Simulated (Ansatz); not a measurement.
`N#C[SiH2]P` + H₂ → `[SiH3]P` + `C#N` at 600 K and 1 bar (hydrogenolysis of the Si–C bond).

Computed with Ansatz on PBE0-D4/def2-TZVP structures; ΔE is electronic, products minus reactants. CCSD(T)/CBS is the MP2 limit (def2-TZVPP, def2-QZVPP) plus CCSD(T) − MP2 in def2-TZVPP, frozen cores. This one scheme is used for every species. Each species was taken in one conformer, which may not be the lowest.

```tsv
species	CCSD(T)/CBS energy (Eh)	H − E (kJ/mol)	S (J/(mol·K))
`N#C[SiH2]P`	-725.16307	166.8	406.3
H₂	-1.17544	43.9	150.8
`[SiH3]P`	-633.00997	151.6	340.7
`C#N`	-93.32098	64.3	228.4
```

H − E and S are ideal-gas, rigid-rotor, harmonic terms from PBE0-D4/def2-TZVP, for one conformer and one mirror image of each species. The MP2-based limit puts H₂ 0.8 mEh under its directly extrapolated value; such offsets cancel only in part. 1 Eh = 2625.50 kJ/mol, R = 8.31446 J/(mol·K).

Question: By hand: ΔE, ΔH, ΔS and ΔG.

Answer: ΔE = (-633.00997) + (-93.32098) − (-725.16307) − (-1.17544) = 0.00756 Eh = 19.8 kJ/mol. Δ(H − E) = 151.6 + 64.3 − 166.8 − 43.9 = 5.2, so ΔH = 25.0 kJ/mol. ΔS = 340.7 + 228.4 − 406.3 − 150.8 = 12.0 J/(mol·K). ΔG = 25.0 − 600 × (12.0)/1000 = 17.8 kJ/mol.

Question: By hand: the equilibrium constant, and the temperature at which ΔG would vanish if ΔH and ΔS stayed fixed.

Answer: log₁₀ K = −ΔG/(RT ln 10) = -1.5. ΔG = 0 at ΔH/ΔS = 2083 K, though so small a ΔS makes that figure unsure.

The number of gas molecules stays the same, so ΔS is small and ΔH decides. A doubt of 5 kJ/mol in ΔE shifts log₁₀ K by 0.4 here. Other conformers and mirror images would add mixing entropy, several J/(mol·K) or more a flexible species. These are equilibria of isolated gas molecules and say nothing of rates. Largest T1 diagnostic: 0.014 (customary marks: 0.02 for closed shells, 0.045 for open ones).
